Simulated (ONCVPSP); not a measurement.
## What the settings do to the ONCV potential of arsenic (As)

Base potential:

```json
{
 "Element": "As",
 "Generator": "ONCVPSP 4.0.1",
 "Type": "optimised norm-conserving Vanderbilt (ONCV)",
 "Functional": "PBE",
 "Relativity": "fully relativistic",
 "Frozen core": "[Ne]",
 "Valence charge": "23",
 "Reference configuration": "3s2 3p6 3d10 4s2 4p2.5 (charge +0.5)",
 "Partial waves": "3s+4s: rc 1.10 bohr, ncon 4, nbas 8, qcut 13.9 1/bohr, 2 projectors; 3p+4p: rc 1.00 bohr, ncon 4, nbas 7, qcut 12.3 1/bohr, 2 projectors; 3d: rc 1.00 bohr, ncon 4, nbas 9, qcut 17.2 1/bohr, 2 projectors, debl 3 Ha",
 "Local potential": "polynomial inside 0.75 bohr (lpopt 4, dvloc0 6 Ha)",
 "Core correction": "Teter function, fcfact 5, rcfact 1.35"
}
```

Open shells are filled in proportion to 2j + 1.

All-electron outer shells of the reference configuration (PBE, scalar-relativistic, ld1.x):

| shell | level (eV) | outermost node (bohr) | outermost maximum (bohr) |
| --- | --- | --- | --- |
| 2s | -1491.40 | 0.06 | 0.17 |
| 2p | -1308.30 | – | 0.14 |
| 3s | -194.93 | 0.25 | 0.52 |
| 3p | -138.31 | 0.22 | 0.52 |
| 3d | -45.27 | – | 0.47 |
| 4s | -18.74 | 0.73 | 1.61 |
| 4p | -9.09 | 0.78 | 1.95 |

Cutoffs, loose and tight: the cutoffs (Ha) at which the residual kinetic energy of the hardest occupied pseudo-wave falls to 1 and 0.1 mHa per electron. They do not see the model core or the augmentation charge, which bear on the density cutoff. Test errors are all-electron minus pseudo excitation energies from the reference, over the configurations 3s2 3p6 3d10 4s2 4p3; 3s2 3p6 3d10 4s2 4p2; 3s2 3p6 3d10 4s2 4p1; 3s2 3p6 3d9 4s2 4p3. A dash means not determined; rows that change the core or the reference have their own tests.

A true bound ghost makes a file unfit for plane-wave use even where its test errors are small: the radial tests pick states by their node count and pass the ghost by.

```csv
change,outcome,"cutoff, loose","cutoff, tight",bound ghosts,GHOST(+) flags above zero,largest test error (meV)
base,generated,113 Ha,125 Ha,none,none,+101
"all radii but the core radius scaled by about 0.84 (s 0.92, p 0.84, d 0.84 bohr); local potential polynomial inside 0.62 bohr (lpopt 4, dvloc0 6 Ha)",generated,129 Ha,143 Ha,none,none,+54
"all radii but the core radius scaled by about 0.92 (s 1.02, p 0.92, d 0.92 bohr); local potential polynomial inside 0.70 bohr (lpopt 4, dvloc0 6 Ha)",generated,120 Ha,133 Ha,none,none,+76
"all radii but the core radius scaled by about 0.96 (s 1.06, p 0.96, d 0.96 bohr); local potential polynomial inside 0.72 bohr (lpopt 4, dvloc0 6 Ha)",generated,116 Ha,130 Ha,s,none,+84
"all radii but the core radius scaled by about 1.12 (s 1.22, p 1.12, d 1.12 bohr); local potential polynomial inside 0.84 bohr (lpopt 4, dvloc0 6 Ha)",generated,102 Ha,115 Ha,none,none,+147
"all radii but the core radius scaled by about 1.17 (s 1.28, p 1.18, d 1.18 bohr); local potential polynomial inside 0.88 bohr (lpopt 4, dvloc0 6 Ha)",generated,98 Ha,111 Ha,none,none,+170
"all radii but the core radius scaled by about 1.25 (s 1.38, p 1.24, d 1.24 bohr); local potential polynomial inside 0.94 bohr (lpopt 4, dvloc0 6 Ha)",generated,93 Ha,105 Ha,none,none,+205
```

(1) What comes out with this change to the base: all radii but the core radius scaled by about 1.05 (s 1.16, p 1.04, d 1.04 bohr); local potential polynomial inside 0.78 bohr (lpopt 4, dvloc0 6 Ha)?

(2) What comes out with this change to the base: all radii but the core radius scaled by about 1.30 (s 1.44, p 1.30, d 1.30 bohr); local potential polynomial inside 0.98 bohr (lpopt 4, dvloc0 6 Ha)?

(3) What comes out with this change to the base: all radii but the core radius scaled by about 0.78 (s 0.86, p 0.78, d 0.78 bohr); local potential polynomial inside 0.58 bohr (lpopt 4, dvloc0 6 Ha)?

## Answers

(1) outcome: generated; cutoff, loose: 109 Ha; cutoff, tight: 122 Ha; bound ghosts: none; GHOST(+) flags above zero: none; largest test error (meV): +114.

(2) outcome: generated; cutoff, loose: 86 Ha; cutoff, tight: 98 Ha; bound ghosts: none; GHOST(+) flags above zero: none; largest test error (meV): +248.

(3) outcome: generated; cutoff, loose: 136 Ha; cutoff, tight: 252 Ha; bound ghosts: none; GHOST(+) flags above zero: none; largest test error (meV): +42.

Reading the sweep of the scale of all radii but the core radius (base = 1) (base included, trends over the rows without a ghost): The loose cutoff falls from 136 Ha at 0.78 to 86 Ha at 1.3. A larger radius leaves more room for a smooth pseudo-wave, so fewer plane waves are needed; a smaller one forces it to follow the all-electron wave where it bends sharply. The median size of the test errors (rows with all tests solved) stays near 0.7 meV. Bound ghosts are found at 0.96.
